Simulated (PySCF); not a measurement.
A structure optimised at B3LYP-D3(BJ)/def2-SVP, used in a PySCF frequency run:

```
C
H 1 1.1004
H 1 1.1031 2 108.45
H 1 1.1031 2 108.45 3 115.88
Al 1 1.9346 2 112.19 3 -122.06
F 5 1.6653 1 120.26 2 -180.00
Br 5 2.2557 6 115.92 1 180.00
```

**Question.** Write its SMILES, formula and point group.

**Answer.** [CH3][Al]([F])[Br], CH3AlBrF, Cs

**Question.** What are its rotational constants (standard atomic weights)?

**Answer.** 5.8194, 1.8061, 1.3903 GHz
